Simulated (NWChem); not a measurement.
Molecule: C2H4BNO2; SMILES B1(OCN=C1)O

```xyz
10

O      0.1742    -2.1375     0.0000
B      0.0909    -0.7803     0.0000
C      1.2313     0.3077     0.0000
N      0.6909     1.4884     0.0000
C     -0.7412     1.3208     0.0000
O     -1.0942    -0.0680     0.0000
H     -0.7066    -2.5559     0.0000
H      2.3338     0.2227     0.0000
H     -1.1770     1.8130    -0.8985
H     -1.1770     1.8130     0.8985
```
Atoms are numbered in this order, from 1.

Level: PBE-D3(BJ)/def2-SVP (NWChem), optimised geometry, unscaled harmonic frequencies. 

Question: List the harmonic frequencies with IR intensities, and the thermochemistry.

Answer: 
| frequency (cm⁻¹) | IR intensity (km/mol) |
|---|---|
| 195 | 2.2 |
| 344 | 11.2 |
| 370 | 5.1 |
| 534 | 103.9 |
| 581 | 5.7 |
| 633 | 39.7 |
| 759 | 6.4 |
| 851 | 12.4 |
| 870 | 4.8 |
| 930 | 214.0 |
| 973 | 16.0 |
| 1033 | 7.3 |
| 1033 | 9.3 |
| 1174 | 0.3 |
| 1184 | 53.5 |
| 1262 | 28.8 |
| 1330 | 23.5 |
| 1393 | 20.7 |
| 1477 | 352.0 |
| 1591 | 6.8 |
| 2966 | 23.4 |
| 3011 | 9.5 |
| 3081 | 17.1 |
| 3730 | 68.9 |

| Quantity | Value |
|---|---|
| zero-point energy | 44.7 kcal/mol |
| thermal correction to the enthalpy at 298.15 K (with zero-point energy) | 48.5 kcal/mol |
| heat capacity Cv | 18.5 cal/(mol K) |
| entropy at 298.15 K and 1 atm (symmetry number 1) | 72.2 cal/(mol K) |
| dipole moment | 1.67 D |

Rigid rotor and harmonic oscillator.
